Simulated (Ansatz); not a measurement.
Ansatz (a first-principles code) input (HF/6-31G*):

Ansatz 0.2 input:
```yaml
crystal:
  periodic: [false, false, false]
  atoms:
    - {symbol: Si, position_ang: [2.35952436, -0.33224609, 0.35527763]}
    - {symbol: C, position_ang: [0.51075988, -0.12764034, 0.13545324]}
    - {symbol: C, position_ang: [-0.51712576, -0.83131398, 0.87214346]}
    - {symbol: C, position_ang: [-1.76487978, -0.48951254, 0.50973415]}
    - {symbol: S, position_ang: [-1.76416516, 0.70021711, -0.74036262]}
    - {symbol: C, position_ang: [-0.04091427, 0.72332028, -0.76012987]}
    - {symbol: H, position_ang: [2.77018703, 0.00458994, 1.73338349]}
    - {symbol: H, position_ang: [2.77449145, -1.72424548, 0.08803593]}
    - {symbol: H, position_ang: [3.04755792, 0.56852197, -0.58939702]}
    - {symbol: H, position_ang: [-0.30920696, -1.55779831, 1.63603484]}
    - {symbol: H, position_ang: [-2.68789162, -0.86526702, 0.90214037]}
    - {symbol: H, position_ang: [0.47112307, 1.37304994, -1.44148842]}
basis:
  gaussian:
    orbitals: 6-31G*
hamiltonian:
  xc: {name: HF}
phonons: {temperatures: {t_min: 298.15, t_max: 298.15, t_step: 100}}
```

Output:

```
Functional definition: HF
integrals: 0.06 GiB planned
1214 factors; integrals over basis functions are off by at most 6.8e-4 eV
mean field: 0.42 GiB planned
mean field evaluation 1: about -22891.9975 eV, gradient 2.8e1 eV
mean field evaluation 2: about -22892.1382 eV, gradient 2.8e1 eV
mean field evaluation 4: about -22894.7973 eV, gradient 5.2e0 eV
mean field evaluation 8: about -22894.8940 eV, gradient 3.6e-1 eV
mean field -22894.89538830 eV, -841.3718868024 hartree, gradient 2.3e-5 eV, S^2 0.000000; 0 other end points of the search recorded, 0 dependent functions left out
the calculation of the forces begins
reference -22894.89538830 eV, -841.3718868024 hartree; 30, 30 occupied and 80, 80 virtual orbitals, 1214 factors
these checks for a lower state are left out or cut short: stability, starts, cluster_reference, orbital_swaps, neighbouring_geometries, increment
integrals: 0.06 GiB planned
1214 factors; integrals over basis functions are off by at most 6.7e-4 eV
mean field: 0.42 GiB planned
mean field evaluation 16: about -22894.8952 eV, gradient 8.3e-2 eV
mean field -22894.89527435 eV, -841.3718826149 hartree, gradient 1.6e-6 eV, S^2 0.000000; 0 other end points of the search recorded, 0 dependent functions left out
the calculation of the forces begins
reference -22894.89527435 eV, -841.3718826149 hartree; 30, 30 occupied and 80, 80 virtual orbitals, 1214 factors
these checks for a lower state are left out or cut short: stability, starts, cluster_reference, orbital_swaps, neighbouring_geometries, increment
integrals: 0.06 GiB planned
1214 factors; integrals over basis functions are off by at most 6.8e-4 eV
mean field: 0.42 GiB planned
mean field -22894.89527625 eV, -841.3718826847 hartree, gradient 1.6e-6 eV, S^2 0.000000; 0 other end points of the search recorded, 0 dependent functions left out
the calculation of the forces begins
reference -22894.89527625 eV, -841.3718826847 hartree; 30, 30 occupied and 80, 80 virtual orbitals, 1214 factors
these checks for a lower state are left out or cut short: stability, starts, cluster_reference, orbital_swaps, neighbouring_geometries, increment
integrals: 0.06 GiB planned
1214 factors; integrals over basis functions are off by at most 6.8e-4 eV
mean field: 0.42 GiB planned
mean field evaluation 32: about -22894.8953 eV, gradient 1.6e-4 eV
mean field -22894.89528301 eV, -841.3718829331 hartree, gradient 2.2e-6 eV, S^2 0.000000; 0 other end points of the search recorded, 0 dependent functions left out
the calculation of the forces begins
reference -22894.89528301 eV, -841.3718829331 hartree; 30, 30 occupied and 80, 80 virtual orbitals, 1214 factors
these checks for a lower state are left out or cut short: stability, starts, cluster_reference, orbital_swaps, neighbouring_geometries, increment
integrals: 0.06 GiB planned
1214 factors; integrals over basis functions are off by at most 6.8e-4 eV
mean field: 0.42 GiB planned
mean field -22894.89528310 eV, -841.3718829366 hartree, gradient 2.3e-6 eV, S^2 0.000000; 0 other end points of the search recorded, 0 dependent functions left out
the calculation of the forces begins
reference -22894.89528310 eV, -841.3718829366 hartree; 30, 30 occupied and 80, 80 virtual orbitals, 1214 factors
these checks for a lower state are left out or cut short: stability, starts, cluster_reference, orbital_swaps, neighbouring_geometries, increment
integrals: 0.06 GiB planned
1214 factors; integrals over basis functions are off by at most 6.8e-4 eV
mean field: 0.42 GiB planned
mean field -22894.89517993 eV, -841.3718791450 hartree, gradient 4.4e-6 eV, S^2 0.000000; 0 other end points of the search recorded, 0 dependent functions left out
the calculation of the forces begins
reference -22894.89517993 eV, -841.3718791450 hartree; 30, 30 occupied and 80, 80 virtual orbitals, 1214 factors
these checks for a lower state are left out or cut short: stability, starts, cluster_reference, orbital_swaps, neighbouring_geometries, increment
integrals: 0.06 GiB planned
1214 factors; integrals over basis functions are off by at most 6.8e-4 eV
mean field: 0.42 GiB planned
mean field -22894.89518115 eV, -841.3718791898 hartree, gradient 4.4e-6 eV, S^2 0.000000; 0 other end points of the search recorded, 0 dependent functions left out
the calculation of the forces begins
reference -22894.89518115 eV, -841.3718791898 hartree; 30, 30 occupied and 80, 80 virtual orbitals, 1214 factors
these checks for a lower state are left out or cut short: stability, starts, cluster_reference, orbital_swaps, neighbouring_geometries, increment
integrals: 0.06 GiB planned
1214 factors; integrals over basis functions are off by at most 6.8e-4 eV
mean field: 0.42 GiB planned
mean field -22894.89526607 eV, -841.3718823108 hartree, gradient 2.8e-6 eV, S^2 0.000000; 0 other end points of the search recorded, 0 dependent functions left out
[...]
integrals: 0.06 GiB planned
1214 factors; integrals over basis functions are off by at most 6.8e-4 eV
mean field: 0.42 GiB planned
mean field -22894.89527180 eV, -841.3718825214 hartree, gradient 2.2e-6 eV, S^2 0.000000; 0 other end points of the search recorded, 0 dependent functions left out
the calculation of the forces begins
reference -22894.89527180 eV, -841.3718825214 hartree; 30, 30 occupied and 80, 80 virtual orbitals, 1214 factors
these checks for a lower state are left out or cut short: stability, starts, cluster_reference, orbital_swaps, neighbouring_geometries, increment
integrals: 0.06 GiB planned
1214 factors; integrals over basis functions are off by at most 6.8e-4 eV
mean field: 0.42 GiB planned
mean field -22894.89526752 eV, -841.3718823639 hartree, gradient 2.2e-6 eV, S^2 0.000000; 0 other end points of the search recorded, 0 dependent functions left out
the calculation of the forces begins
reference -22894.89526752 eV, -841.3718823639 hartree; 30, 30 occupied and 80, 80 virtual orbitals, 1214 factors
these checks for a lower state are left out or cut short: stability, starts, cluster_reference, orbital_swaps, neighbouring_geometries, increment
integrals: 0.06 GiB planned
1214 factors; integrals over basis functions are off by at most 6.8e-4 eV
mean field: 0.42 GiB planned
mean field -22894.89537183 eV, -841.3718861973 hartree, gradient 1.5e-6 eV, S^2 0.000000; 0 other end points of the search recorded, 0 dependent functions left out
the calculation of the forces begins
reference -22894.89537183 eV, -841.3718861973 hartree; 30, 30 occupied and 80, 80 virtual orbitals, 1214 factors
these checks for a lower state are left out or cut short: stability, starts, cluster_reference, orbital_swaps, neighbouring_geometries, increment
integrals: 0.06 GiB planned
1214 factors; integrals over basis functions are off by at most 6.8e-4 eV
mean field: 0.42 GiB planned
mean field evaluation 256: about -22894.8954 eV, gradient 5.4e-5 eV
mean field -22894.89537260 eV, -841.3718862257 hartree, gradient 1.5e-6 eV, S^2 0.000000; 0 other end points of the search recorded, 0 dependent functions left out
the calculation of the forces begins
reference -22894.89537260 eV, -841.3718862257 hartree; 30, 30 occupied and 80, 80 virtual orbitals, 1214 factors
these checks for a lower state are left out or cut short: stability, starts, cluster_reference, orbital_swaps, neighbouring_geometries, increment
integrals: 0.06 GiB planned
1214 factors; integrals over basis functions are off by at most 6.8e-4 eV
mean field: 0.42 GiB planned
mean field -22894.89534280 eV, -841.3718851306 hartree, gradient 1.7e-6 eV, S^2 0.000000; 0 other end points of the search recorded, 0 dependent functions left out
the calculation of the forces begins
reference -22894.89534280 eV, -841.3718851306 hartree; 30, 30 occupied and 80, 80 virtual orbitals, 1214 factors
these checks for a lower state are left out or cut short: stability, starts, cluster_reference, orbital_swaps, neighbouring_geometries, increment
integrals: 0.06 GiB planned
1214 factors; integrals over basis functions are off by at most 6.8e-4 eV
mean field: 0.42 GiB planned
mean field -22894.89534248 eV, -841.3718851185 hartree, gradient 1.8e-6 eV, S^2 0.000000; 0 other end points of the search recorded, 0 dependent functions left out
the calculation of the forces begins
reference -22894.89534248 eV, -841.3718851185 hartree; 30, 30 occupied and 80, 80 virtual orbitals, 1214 factors
these checks for a lower state are left out or cut short: stability, starts, cluster_reference, orbital_swaps, neighbouring_geometries, increment
integrals: 0.06 GiB planned
1214 factors; integrals over basis functions are off by at most 6.8e-4 eV
mean field: 0.42 GiB planned
mean field -22894.89533580 eV, -841.3718848730 hartree, gradient 1.6e-6 eV, S^2 0.000000; 0 other end points of the search recorded, 0 dependent functions left out
the calculation of the forces begins
reference -22894.89533580 eV, -841.3718848730 hartree; 30, 30 occupied and 80, 80 virtual orbitals, 1214 factors
these checks for a lower state are left out or cut short: stability, starts, cluster_reference, orbital_swaps, neighbouring_geometries, increment
integrals: 0.06 GiB planned
1214 factors; integrals over basis functions are off by at most 6.8e-4 eV
mean field: 0.42 GiB planned
mean field -22894.89533475 eV, -841.3718848347 hartree, gradient 1.6e-6 eV, S^2 0.000000; 0 other end points of the search recorded, 0 dependent functions left out
the calculation of the forces begins
reference -22894.89533475 eV, -841.3718848347 hartree; 30, 30 occupied and 80, 80 virtual orbitals, 1214 factors
these checks for a lower state are left out or cut short: stability, starts, cluster_reference, orbital_swaps, neighbouring_geometries, increment
integrals: 0.06 GiB planned
1214 factors; integrals over basis functions are off by at most 6.8e-4 eV
mean field: 0.42 GiB planned
mean field evaluation 288: about -22894.8953 eV, gradient 1.7e-4 eV
mean field -22894.89529031 eV, -841.3718832014 hartree, gradient 2.2e-6 eV, S^2 0.000000; 0 other end points of the search recorded, 0 dependent functions left out
the calculation of the forces begins
reference -22894.89529031 eV, -841.3718832014 hartree; 30, 30 occupied and 80, 80 virtual orbitals, 1214 factors
these checks for a lower state are left out or cut short: stability, starts, cluster_reference, orbital_swaps, neighbouring_geometries, increment
integrals: 0.06 GiB planned
1214 factors; integrals over basis functions are off by at most 6.8e-4 eV
mean field: 0.42 GiB planned
mean field -22894.89528411 eV, -841.3718829736 hartree, gradient 2.1e-6 eV, S^2 0.000000; 0 other end points of the search recorded, 0 dependent functions left out
the calculation of the forces begins
reference -22894.89528411 eV, -841.3718829736 hartree; 30, 30 occupied and 80, 80 virtual orbitals, 1214 factors
these checks for a lower state are left out or cut short: stability, starts, cluster_reference, orbital_swaps, neighbouring_geometries, increment
integrals: 0.06 GiB planned
1214 factors; integrals over basis functions are off by at most 6.8e-4 eV
mean field: 0.42 GiB planned
mean field -22894.89536310 eV, -841.3718858764 hartree, gradient 2.7e-6 eV, S^2 0.000000; 0 other end points of the search recorded, 0 dependent functions left out
the calculation of the forces begins
reference -22894.89536310 eV, -841.3718858764 hartree; 30, 30 occupied and 80, 80 virtual orbitals, 1214 factors
these checks for a lower state are left out or cut short: stability, starts, cluster_reference, orbital_swaps, neighbouring_geometries, increment
integrals: 0.06 GiB planned
1214 factors; integrals over basis functions are off by at most 6.8e-4 eV
mean field: 0.42 GiB planned
mean field -22894.89536219 eV, -841.3718858430 hartree, gradient 2.8e-6 eV, S^2 0.000000; 0 other end points of the search recorded, 0 dependent functions left out
the calculation of the forces begins
reference -22894.89536219 eV, -841.3718858430 hartree; 30, 30 occupied and 80, 80 virtual orbitals, 1214 factors
Total energy: -22894.89538830 eV, -841.3718868024 hartree
Atom 0 at     2.359524    -0.332246     0.355278 Å, force    -0.000017    -0.000219     0.000230 eV/Å
Atom 1 at     0.510760    -0.127640     0.135453 Å, force    -0.001224    -0.000037     0.000036 eV/Å
Atom 2 at    -0.517126    -0.831314     0.872143 Å, force     0.001058    -0.000689     0.000727 eV/Å
Atom 3 at    -1.764880    -0.489513     0.509734 Å, force    -0.000169    -0.000575     0.000604 eV/Å
Atom 4 at    -1.764165     0.700217    -0.740363 Å, force     0.000766     0.000468    -0.000490 eV/Å
Atom 5 at    -0.040914     0.723320    -0.760130 Å, force    -0.001116    -0.000241     0.000250 eV/Å
Atom 6 at     2.770187     0.004590     1.733383 Å, force     0.000153     0.000214     0.000370 eV/Å
Atom 7 at     2.774491    -1.724245     0.088036 Å, force     0.000154    -0.000380    -0.000195 eV/Å
Atom 8 at     3.047558     0.568522    -0.589397 Å, force     0.000018    -0.000085     0.000090 eV/Å
Atom 9 at    -0.309207    -1.557798     1.636035 Å, force    -0.000202     0.000744    -0.000783 eV/Å
Atom 10 at    -2.687892    -0.865267     0.902140 Å, force     0.000293     0.000047    -0.000049 eV/Å
Atom 11 at     0.471123     1.373050    -1.441488 Å, force     0.000289     0.000752    -0.000789 eV/Å
Dipole moment:    -0.033854    -0.058066     0.060923 e Å
Vibrations: 94.19 171.17 204.97 417.36 486.65 608.62 679.31 716.73 764.48 816.92 871.46 912.43 923.85 971.89 1030.28 1039.69 1041.97 1057.79 1202.78 1227.11 1354.90 1499.95 1588.60 1717.59 2367.02 2376.64 2383.72 3385.43 3430.03 3441.33 cm⁻¹, zero-point energy 2.404354 eV
```

The blocks after the first are displaced geometries, from whose forces the wavenumbers follow.
